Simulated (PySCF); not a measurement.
InAs: energy against distance

Set-up: basis In def2-SVP with ECP28, As def2-SVP; scalar-relativistic core potentials; PySCF 2.14. Energies in eV from In + As in their ground configurations at the same level. All curves are PBE0. state 1: ³Σ⁻ (triplet), unpaired electrons π ↑↑; state 2: ³Π (triplet), unpaired electrons σ ↑, π ↑, a second solution, started from another occupation.

```
R (Å)  state 1  state 2
2.379   -1.206   -1.434
2.489   -1.551   -1.544
2.600   -1.737   -1.538
2.683   -1.801   -1.485
2.766   -1.818   -1.404
2.849   -1.797   -1.304
2.960   -1.729   -1.155
3.098   -1.598   -0.961
3.264   -1.405   -0.744
3.485   -1.129   -0.509
```

Problem. Put a parabola through the three lowest points of the state 1 curve and estimate Re, k and ωe (reduced mass 45.35 u; 1 eV/Å² = 0.16022 mdyn/Å; ωe = 1302.8·√(k/μ) cm⁻¹).

Solution. Through R = 2.683, 2.766, 2.849 Å the second-order coefficient is 2.76 eV/Å², so Re ≈ 2.762 Å, k ≈ 0.884 mdyn/Å and ωe ≈ 182 cm⁻¹. A polynomial fit of higher order to the unrounded PBE0 energies gives Re = 2.758 Å, k = 0.868 mdyn/Å, ωe = 180 cm⁻¹; anharmonicity and rounding make the difference.

The higher-order fit for each curve: state 1: Re = 2.758 Å, ωe = 180 cm⁻¹, De = 1.82 eV; state 2: Re = 2.536 Å, ωe = 214 cm⁻¹, minimum 1.55 eV below the ground-state fragments.

⟨S²⟩ of the unrestricted solution departs from its pure value on part of the curve, where spin states mix. Spin–orbit coupling is left out, which matters for elements this heavy, above all for dissociation energies. The state is the lowest determinant that a PBE0 search found; another state may lie lower at other levels.
